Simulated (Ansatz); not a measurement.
Geometry optimisation, Ansatz 0.2.0, RKS PBE-D4/STO-3G.

The input (input.yaml):

```yaml
crystal:
  periodic: [false, false, false]
  atoms:
    - { symbol: O, position_ang: [-0.36921, 1.5567, -1.03997] }
    - { symbol: Si, position_ang: [0.52364, 0.54691, -0.08859] }
    - { symbol: O, position_ang: [1.60576, -0.30704, -0.9957] }
    - { symbol: Al, position_ang: [-0.86886, -0.89355, 1.33214] }
    - { symbol: H, position_ang: [-0.97975, 1.24904, -1.70322] }
    - { symbol: H, position_ang: [1.43563, 1.53136, 0.51342] }
    - { symbol: H, position_ang: [1.3432, -0.91474, -1.68032] }
    - { symbol: H, position_ang: [-1.93738, -0.34415, 2.35627] }
    - { symbol: H, position_ang: [-0.74871, -2.45434, 1.28] }
basis:
  gaussian: { orbitals: STO-3G }
hamiltonian:
  xc: pbe
  dispersion: d4
relax:
  f_tol: 0.015
  max_steps: 40
```

Launched with:

```bash
$ ansatz run input.yaml --threads 1 --pin off --max-ram 2048MiB --backend cpu --events-out ev --progress --plain --runs-dir out
```

Q: Where does it end, and by what steps?

A: The forces met the threshold. The force dipped under the threshold on the way, but the program's further checks kept it going. Limits of this set-up: minimal basis. After 23 steps the energy has fallen by 1.099 eV; H9 moved furthest, 1.16 Å.

```tsv
step	energy less start (eV)	largest force component (eV/Å)	accepted
0	0.0000	3.741	yes
1	-0.6617	2.364	yes
2	-0.9428	1.382	yes
3	-0.9126	1.032	no
4	-1.0656	0.159	yes
5	-1.0748	0.104	yes
6	-1.0772	0.126	yes
7	-1.0782	0.226	yes
8	-1.0862	0.161	yes
9	-1.0914	0.070	yes
10	-1.0876	0.337	no
11	-1.0911	0.151	no
12	-1.0927	0.014	yes
13	-1.0945	0.084	yes
14	-1.0939	0.226	no
15	-1.0958	0.064	yes
16	-1.0969	0.082	yes
17	-1.0969	0.171	yes
18	-1.0980	0.086	yes
19	-1.0986	0.011	yes
20	-1.0989	0.012	yes
21	-1.0990	0.069	yes
22	-1.0992	0.015	yes
23	-1.0992	0.008	yes
```

```xyz
9
Properties=species:S:1:pos:R:3
O -0.445 1.491 -1.280
Si 0.462 0.609 -0.070
O 1.831 -0.177 -0.828
Al -0.837 -0.811 1.232
H -0.985 0.747 -1.760
H 1.115 1.697 0.656
H 1.405 -1.006 -1.283
H -0.997 -0.593 2.723
H -1.544 -1.987 0.584
```

Time of the run: 39 s on 1 thread of Arm Neoverse V2 (shared host), peak memory 0.12 GiB.
